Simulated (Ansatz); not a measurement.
Cartesian coordinates in Å:
```
F 2.250 0.119 0.363
Si 0.892 0.766 -0.196
Si -0.862 -0.765 0.152
F -1.136 -0.926 1.711
F -2.178 -0.145 -0.500
H 1.068 1.033 -1.646
H 0.642 2.039 0.525
H -0.675 -2.122 -0.410
```

Total charge 0; spin multiplicity 1.

**Question.** List the ωB97M-V/def2-TZVPP orbital energies in eV (Ansatz 0.2.0). (An estimate is asked.)

**Answer.** The calculation gave: Occupied: -1808.94, -1808.26, -677.93, -677.90, -677.74, -149.82, -149.25, -103.99, -103.95, -103.89, -103.41, -103.34, -103.33, -36.73, -36.27, -36.25, -19.46, -18.43, -16.86, -16.37, -16.26, -15.65, -15.61, -15.24, -15.18, -14.85, -13.73, -12.37, -10.71. Lowest empty: 0.55, 1.30, 2.58, 3.03, 3.32, 3.94, 4.76, 5.22.
